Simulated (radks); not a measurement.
The numbers below are computed, except where a source is named.
Task: Species: Yb I. Configuration: [Xe] 4f14 6s1 7d1 (not the ground configuration). Code: a radial shooting solver on a logarithmic mesh with Libxc functionals. Model: Dirac Kohn-Sham, LDA (Slater exchange, Perdew-Wang correlation), spin-unpolarised, spherical densities, point nucleus; open shells are shared between the two j in proportion to 2j + 1. Some entries of the table are withheld. Estimate them.

orbital  occ.  eigenvalue (eV)  <r^2> (bohr^2)  <r> (bohr)
1s1/2       2        -61120.19       0.0005305     0.01967
2s1/2       2        -10354.51        0.008160     0.08279
2p1/2       2        -9879.281             (1)     0.06874
2p3/2       4        -8833.340             (2)     0.07624
3s1/2       2        -2337.239         0.05369      0.2165
3p1/2       2              (3)         0.04951         (4)
3p3/2       4              (5)         0.05627         (6)
3d3/2       4        -1546.869         0.04404      0.1936
3d5/2       6        -1498.339         0.04591      0.1979
4s1/2       2        -463.3510          0.2693      0.4881
4p1/2       2        -378.4213          0.2802      0.4957
4p3/2       4        -327.9700          0.3181      0.5284
4d3/2       4        -188.1103          0.3565      0.5537
4d5/2       6        -178.9272          0.3715      0.5653
5s1/2       2         -60.2594           1.648       1.208
5p1/2       2         -37.2541           2.133       1.367
5p3/2       4         -31.0963           2.526       1.486
4f5/2       6          -9.1711          0.8293      0.7742
6s1/2       1          -8.0043           14.10       3.532
4f7/2       8          -7.8504          0.8930      0.7974
7d3/2     0.4          -0.5387             (7)       21.59
7d5/2     0.6          -0.5292             (8)       21.49

Result: 
(1) 2p1/2 <r^2> (bohr^2): 0.005864
(2) 2p3/2 <r^2> (bohr^2): 0.007076
(3) 3p1/2 eigenvalue (eV): -2127.227
(4) 3p1/2 <r> (bohr): 0.2062
(5) 3p3/2 eigenvalue (eV): -1905.291
(6) 3p3/2 <r> (bohr): 0.2203
(7) 7d3/2 <r^2> (bohr^2): 519.6
(8) 7d5/2 <r^2> (bohr^2): 519.2
